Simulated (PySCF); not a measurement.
Compound: cyclohexanone, C6H10O.
Structure used (GFN2-xTB), in Å, numbered top down from 1:
```
atom  x, y, z in Å
O1     2.646    0.441   -0.153
C2     1.500    0.275    0.182
C3     0.500    1.402    0.297
C4    -0.751    1.096   -0.531
C5    -1.355   -0.242   -0.120
C6    -0.331   -1.356   -0.305
C7     0.926   -1.080    0.524
H8     0.223    1.504    1.349
H9     0.964    2.333   -0.032
H10   -1.480    1.897   -0.397
H11   -0.481    1.062   -1.588
H12   -2.239   -0.450   -0.726
H13   -1.668   -0.200    0.925
H14   -0.757   -2.317   -0.009
H15   -0.055   -1.424   -1.360
H16    1.682   -1.848    0.351
H17    0.667   -1.081    1.585
```

Structure optimised with GFN2-xTB, isolated species.

Take the most abundant isotopes and a rigid rotor. The values belong to one conformer with, in the numbering `[O:1]=[C:2]1[CH2:3][CH2:4][CH2:5][CH2:6][CH2:7]1`, O1–C2–C3–C4 126°, C2–C3–C4–C5 56°, C3–C4–C5–C6 -59°, C4–C5–C6–C7 59°.

Problem. What are A, B and C (MHz)?

Solution. Ia = 118.98, Ib = 199.15, Ic = 282.08 u·Å²; 505379 MHz·u·Å²/I gives A = 4248, B = 2538, C = 1792 MHz.

Problem. Classify the top.

Solution. An asymmetric top. Ray's parameter κ = (2B − A − C)/(A − C) = -0.392; −1 is the prolate and +1 the oblate limit.

Problem. What does the inertial defect say?

Solution. Not planar: Δ = Ic − Ia − Ib = -36.05 u·Å². For a rigid frame Δ = −2 Σ m c², so Σ m c² = 18.03 u·Å² lies off the ab plane: 9.83 from hydrogen and 8.19 from heavier atoms. The atom farthest from that plane is 1.48 Å away.

Problem. Give the other two planar moments, Paa and Pbb, and the rms extents of the mass along the axes.

Solution. Paa = Σ m a² = (Ib + Ic − Ia)/2 = 181.12 and Pbb = Σ m b² = (Ia + Ic − Ib)/2 = 100.96 u·Å². With the mass M = 98.07 u, the rms extents √(P/M) along a, b and c are 1.36, 1.01, 0.43 Å.

Problem. List the rotational levels J(Ka,Kc) to J = 5 (MHz).

Solution. Above 0(0,0):
J = 1: 1(0,1) 4329, 1(1,1) 6039, 1(1,0) 6785
J = 2: 2(0,2) 12792, 2(1,2) 13952, 2(1,1) 16190, 2(2,1) 21319, 2(2,0) 21515
J = 3: 3(0,3) 25072, 3(1,3) 25711, 3(1,2) 30154, 3(2,2) 34308, 3(2,1) 35212, 3(3,1) 44832, 3(3,0) 44865
J = 4: 4(0,4) 40928, 4(1,4) 41225, 4(1,3) 48461, 4(2,3) 51470, 4(2,2) 53831, 4(3,2) 62460, 4(3,1) 62685, 4(4,1) 76774, 4(4,0) 76779
J = 5: 5(0,5) 60295, 5(1,5) 60418, 5(1,4) 70787, 5(2,4) 72684, 5(2,3) 77289, 5(3,3) 84506, 5(3,2) 85328, 5(4,2) 98854, 5(4,1) 98895, 5(5,1) 117201, 5(5,0) 117201

Whether it is a minimum is left open (no frequencies). These are rigid-rotor constants of the computed structure; measured ground-state constants (B0) also hold zero-point vibration.
